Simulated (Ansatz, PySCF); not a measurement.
Gas-phase reaction (SMILES): CC(C)NB(F)F [N-difluoroboranylpropan-2-amine] + 6 [H][H] (H2) -> B (BH3) + 3 C (CH4) + 2 F (HF) + N (NH3); energy of full hydrogenation.

Structures are relaxed separately at B3LYP-D3(BJ)/def2-TZVP in Ansatz (an electronic-structure program), one conformer each, not searched for the lowest. Cores are frozen in the correlated levels unless marked. Spin-orbit coupling is left out. Non-relativistic. CBS(X,Y): correlation extrapolated as X^-3; Hartree-Fock from the larger set. Thermal terms are rigid-rotor harmonic-oscillator values from B3LYP-D3(BJ) frequencies (Ansatz or PySCF) at 298.15 K and 1 atm. 1 Eh = 627.5095 kcal/mol.

| species | E, CCSD(T)/CBS(cc-pVTZ,cc-pVQZ) (Ansatz) (Eh) | E, PBE-D3(BJ)/def2-TZVPD (Ansatz + dftd3) (Eh) | H - E (Eh) |
|---|---|---|---|
| CC(C)NB(F)F | -398.21899 | -398.30955 | 0.13041 |
| [H][H] (H2) | -1.17450 | -1.16598 | 0.01336 |
| B (BH3) | -26.54901 | -26.55313 | 0.03008 |
| C (CH4) | -40.45816 | -40.46420 | 0.04840 |
| F (HF) | -100.39146 | -100.39533 | 0.01259 |
| N (NH3) | -56.50369 | -56.51114 | 0.03799 |

Task: Work out ΔE and ΔH at 298.15 K at the first level, then ΔH at the second.

Result: 
1. ΔE = [(-26.54901) + 3×(-40.45816) + 2×(-100.39146) + (-56.50369)] - [(-398.21899) + 6×(-1.17450)] = 0.05589 Eh = 35.1 kcal/mol at CCSD(T)/CBS(cc-pVTZ,cc-pVQZ).
2. The terms H - E add up to 0.02788 Eh, so ΔH = (0.05589 + (0.02788))×627.5095 = 52.6 kcal/mol.
3. At PBE-D3(BJ)/def2-TZVPD the same steps give ΔE = 36.3 and ΔH = 53.8 kcal/mol, a shift of +1.2 from the first level.
4. These values are not checked against measurement here, since the tables used lack a sound gas-phase enthalpy of formation for at least one species.
